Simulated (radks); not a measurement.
Charge is removed step by step from the 1s1/2 level of Be, starting from [He] 2s2. Calculated with a radial shooting solver on a logarithmic mesh with Libxc functionals: Dirac Kohn-Sham, PBE, spin-unpolarised, spherical densities, finite nucleus; Fermi nuclear charge, rms radius 2.519 fm.

| removed (e) | E - E(0) (eV) | eigenvalue (eV) | E minus straight line (eV) |
|---|---|---|---|
| 0 | 0.000 | -106.21 | 0.000 |
| 0.125 | 13.606 | -111.50 | -2.429 |
| 0.25 | 27.880 | -116.91 | -4.190 |
| 0.375 | 42.837 | -122.42 | -5.269 |
| 0.5 | 58.489 | -128.04 | -5.651 |
| 0.625 | 74.850 | -133.75 | -5.326 |
| 0.75 | 91.929 | -139.54 | -4.281 |
| 0.875 | 109.74 | -145.40 | -2.509 |
| 1 | 128.28 | -151.31 | 0.000 |

Removing the whole electron costs 128.28 eV by Delta-SCF, against 106.21 eV from minus the eigenvalue at the starting occupation. Slater's transition state (half an electron removed) gives 128.04 eV. Integrating minus the eigenvalue over the occupation (Janak's theorem) gives 128.28 eV. The mean slope of the eigenvalue, de/dn, is 45.1 eV per electron.
